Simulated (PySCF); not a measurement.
Computed shifts of a molecule FH7OSi3, PBE0/pcSseg-1 (PySCF), GIAO, gas phase, atoms alike by connectivity averaged where their shifts nearly agree, in ppm (number of nuclei): ²⁹Si: 10.3 (1), -105.8 (1), -114.8 (1). ¹⁹F: -152.2 (1). ¹H: 5.99 (1), 4.00 (3), 3.58 (2), 2.94 (1). References: ¹⁷O against H2O (σ = 334.2 ppm); ²⁹Si against TMS (σ = 352.7 ppm); ¹⁹F against CFCl3 (σ = 167.2 ppm); ¹H against TMS (σ = 31.56 ppm), references at their B3LYP-D3(BJ)/def2-TZVP geometries, non-relativistic. Geometry: r2SCAN-D4/def2-SVP. The values are those of a single conformer.

Q: Which molecule gave these data?
A. F[SiH2][SiH2]O[SiH3]
B. O[Si](F)([SiH3])[SiH3]
C. O[SiH2][Si@H](F)[SiH3]
D. O[Si@@H](F)[SiH2][SiH3]

A: D, O[Si@@H](F)[SiH2][SiH3]
